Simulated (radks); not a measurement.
The numbers below are computed, except where a source is named.
Cd XXXVI, 13 electrons, occupied as [Ne] 3s2 3p1.

Code: a radial shooting solver on a logarithmic mesh with Libxc functionals. Model: scalar-relativistic Kohn-Sham, PBE, spin-polarised, spherical densities, finite nucleus; open shells are filled with parallel spins first (spin-orbit coupling, left out, can overturn this in heavy ions); Fermi nuclear charge, rms radius 4.6087 fm.

Energy parts (hartree):
total: -4581.94880
kinetic: 4803.39363
electron-nucleus: -9906.67391
Hartree: 610.51247
exchange-correlation: -89.18098

Orbitals (lengths in bohr, moments of r in powers of bohr; r(max) is where P^2 peaks):
orbital,occ.,eigenvalue (hartree),<r^2>,<1/r>,r(max)
1s up,1,-1050.091,0.001248,50.65,0.01968
1s down,1,-1050.012,0.001248,50.65,0.01968
2s up,1,-216.2987,0.01975,11.71,0.1104
2s down,1,-216.2315,0.01973,11.71,0.1104
2p up,3,-202.2348,0.01545,11.27,0.08817
2p down,3,-202.1443,0.01545,11.27,0.08819
3s up,1,-85.53384,0.1127,4.738,0.2984
3s down,1,-85.19477,0.1129,4.734,0.2984
3p up,1,-81.10724,0.1070,4.578,0.2868
3p down,0,-80.77171,0.1072,4.577,0.2867

The highest occupied level is 3p up at -2207.0 eV. The spin density at the nucleus is -5.022 e/bohr^3 (1s -7.422, 2s -0.772, 3s 3.172).
